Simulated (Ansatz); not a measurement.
## Worked example: Si3H8O2 + Mg(OH)2 → Si3H8O3 + MgH(OH)

Species: Si3H8O2 `O[SiH]([SiH3])O[SiH3]`, singlet; Mg(OH)2, singlet; Si3H8O3 `O[Si](O)([SiH3])O[SiH3]`, singlet; MgH(OH), singlet. The partners trade H for OH: Si–H and Mg–OH bonds give way to Si–OH and Mg–H.

Shapes, held fixed at every level: PBE0-D4/def2-TZVP. Flexible molecules stand in one conformer, not always the lowest. Programs: Ansatz 0.2.0. Electronic energies: no zero-point or thermal term.

At CCSD(T)/def2-TZVPP; 1 Eh = 2625.50 kJ/mol:

```
species   energy (Eh)
Si3H8O2  -1022.366043
Mg(OH)2   -351.373866
Si3H8O3  -1097.569744
MgH(OH)   -276.174879
```

Task: Work out ΔE of the reaction at this level.

Result: 
1. Products less reactants: (-1097.569744) + (-276.174879) − [(-1022.366043) + (-351.373866)] = -0.004714 Eh = -12.4 kJ/mol.

Other levels give -19.9 (HF/def2-TZVPP) to -11.0 kJ/mol (PBE-D4/def2-TZVPP). No measured value is set beside it here. Correlated rows may include outer-core shells of Mg, which these sets cover unevenly.
